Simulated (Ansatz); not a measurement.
Question: Predict a relaxed structure of the cluster Mn2O4⁻ (the lowest doublet isomer of a short search), charge -1, doublet, at r2SCAN-D4/def2-SVPD (Ansatz).

Answer: 
| atom | x (Å) | y (Å) | z (Å) |
| --- | --- | --- | --- |
| Mn1 | 0.3452 | 1.0050 | -0.1018 |
| Mn2 | -0.1076 | -1.4010 | 0.7484 |
| O3 | -1.2580 | -1.7854 | -0.6440 |
| O4 | 0.8544 | 2.5681 | -0.3559 |
| O5 | 0.8617 | 0.0110 | 1.3611 |
| O6 | -0.6956 | -0.3976 | -1.0078 |
 This is one stationary point.

The structure holds one bond between oxygen atoms, so isomers without such links may lie far lower. The charge -1 doublet is spin-contaminated (final ⟨S²⟩ up to 4.79, 0.75 for a pure state). Another isomer (doublet) lies 0.03 eV lower at PBE0-D4/def2-TZVPD; other spin states weren't run for this one.
